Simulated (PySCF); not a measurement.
C3H3ClFSi (doublet state).
Bonds: F1–C2, C2–C3, C3–Si4, C3–C5 (double), C5–Cl6, C2–C5. Hydrogens: H7, H8, H9 on Si4.

The species is `F[C]1C([SiH3])=C1Cl` [radical].

The calculation used UKS B3LYP, pcH-1 on C Cl F H Si, non-relativistic, mean-field spin-orbit, GIAO (PySCF 2.14.0). Isolated species at its GFN2-xTB geometry, gas phase. The geometry wasn't refined by DFT: couplings that depend on bond lengths, twists or pyramidal angles can differ widely from those at the functional's own minimum. Stability of the SCF solution: not tested.

Q: Break the g tensor into its mass correction, gauge correction and orbital-Zeeman/spin–orbit terms.

A: 
```tsv
Δg (ppm)	1	2	3
relativistic mass correction	-209	-209	-209
gauge correction	36	-12	-4
orbital Zeeman/spin–orbit	-719	1672	2758
total	-892	1452	2545
```

So g = 2.00143, 2.00377, 2.00486 and g_iso = 2.00335; the tensor is rhombic: the two nearest values differ by 32 % of g3 − g1. 

Q: What are the electron Larmor frequencies g μB B/h along the three axes at 1200 mT?

A: 33.6150, 33.6543, 33.6727 GHz for g1, g2 and g3, a range of 57.7 MHz.

Q: What effective moment and Curie constant follow for a powder?

A: With the mean of g² = 4.0134 and S(S+1) = 0.75: μ_eff = √(⟨g²⟩S(S+1)) = 1.735 μB and χT = 0.12505·⟨g²⟩·S(S+1) = 0.376 cm³ K/mol (cgs; spin-Hamiltonian part alone).

Q: How much does each term add to the isotropic shift?

A: The orbital-Zeeman/spin–orbit term 1237, the mass correction -209 and the gauge correction 7 ppm, for a total of 1035 ppm. The orbital-Zeeman/spin–orbit term is the largest in size. The mass correction is the same along every axis, so the anisotropy comes from the other two: their spans along these axes are 48 (gauge) and 3477 ppm (orbital Zeeman/spin–orbit).

Q: In a frozen sample, at which fields do the three g values resonate at 9.5, 34, 94 and 263 GHz (hyperfine left aside), and which band first spreads them over more than twice a line width of 0.3 mT?

A: 
| band | GHz | B(g3) mT | B(g2) mT | B(g1) mT | spread mT |
| --- | --- | --- | --- | --- | --- |
| X | 9.5 | 338.55 | 338.74 | 339.13 | 0.58 |
| Q | 34.0 | 1211.66 | 1212.33 | 1213.75 | 2.08 |
| W | 94.0 | 3349.90 | 3351.72 | 3355.65 | 5.75 |
| J | 263.0 | 9372.58 | 9377.69 | 9388.67 | 16.09 |

The spread grows in proportion to the frequency. Q band is the first where it exceeds 0.6 mT.

Largest spin populations (Mulliken): C2 (+0.76), C3 (+0.17) and F1 (+0.08). The angles at C2 add up to 306.6°, so it is pyramidal.

The HOMO–LUMO gaps are 4.10 eV among the α and 6.24 eV among the β orbitals.
